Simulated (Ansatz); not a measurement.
HO, charge -1, singlet, at a GFN2-xTB geometry (a gas-phase anion, which may not be bound at this level). Base run: Ansatz (a quantum-chemistry and plane-wave program) with B3LYP/def2-SVP.

Here is a job for Ansatz.
Ansatz 0.2 input:
```yaml
crystal:
  periodic: [false, false, false]
  atoms:
    - {symbol: O, position_ang: [-0.00000000, -0.00000000, -0.10875384]}
    - {symbol: H, position_ang: [0.00000000, 0.00000000, 0.87003075]}
basis:
  gaussian:
    orbitals: def2-SVP
hamiltonian:
  xc: b3lyp
total_charge: -1
```

Variants of this job, named by their change:

| change | ΔE vs base (kcal/mol) |
|---|---|
| base | 0.000 |
| accuracy = high | 0.000 |
| forces = on | 0.000 |
| fitting.mean_field = def2-universal-JKFIT | -0.001 |
| final_grid = 6, 12, 29 | 0.000 |
| fitting.mean_field = cc-pVTZ-JKFIT | -0.020 |
| final_grid = 14, 28, 59 | 0.000 |
| point_charge = charge:1.0 position_ang:-1.3679, 2.9142, -0.9656 | -102.2 |
| lower_state_search = light | 0.000 |
| final_grid = 4, 8, 17 | 0.006 |
| point_charge = charge:0.5 position_ang:-0.4342, -3.0291, 2.0574 | -43.66 |

A gas-phase anion may not be bound at this level; its values then depend on the basis.
